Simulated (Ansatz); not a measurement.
Q: Name a neutral molecule of B, C, Cl and H with ideal-gas entropy at 298 K and 1 bar (rigid rotor, harmonic PBE0-D4/def2-TZVP) between 312 and 328 J/(mol·K) and size of the dipole moment (B3LYP/def2-TZVPP) between 1.45 and 1.75 D (Ansatz, PBE0-D4/def2-TZVP geometry).

A: `C#CB(Cl)Cl` (316 J/(mol·K), 1.61 D); `CB(C)Cl` (320 J/(mol·K), 1.55 D). Other molecules can fit too; these were computed, each in one conformer that needn't be the lowest.

B3LYP here is the variant with VWN-RPA as its local correlation; programs differ in this.
